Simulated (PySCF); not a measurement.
Computed shifts of a molecule C3H6OSi2, PBE/pcSseg-1 (PySCF), GIAO, gas phase, atoms alike by connectivity averaged where their shifts nearly agree, in ppm (number of nuclei): ¹³C: 243.0 (1), 174.9 (1), 171.0 (1). ²⁹Si: -39.8 (1), -58.9 (1). ¹H: 12.81 (1), 8.16 (1), 7.84 (1), 5.27 (1), 5.16 (1), 5.15 (1). References: ¹⁷O against H2O (σ = 334.3 ppm); ¹³C against TMS (σ = 182.0 ppm); ²⁹Si against TMS (σ = 335.4 ppm); ¹H against TMS (σ = 31.49 ppm), references at their B3LYP-D3(BJ)/def2-TZVP geometries, non-relativistic. Geometry optimised at PBE0-D3(BJ)/def2-SVP. One conformer was computed; it need not be the lowest.

### Question
Which molecule gave these data?
A. C=C=C1[SiH2]O[SiH2]1
B. O=C[Si@H]1C=C[SiH2]1
C. C#C[Si@H]([SiH3])C=O
D. C#C[Si@H]1OC[SiH2]1

### Answer
B, O=C[Si@H]1C=C[SiH2]1
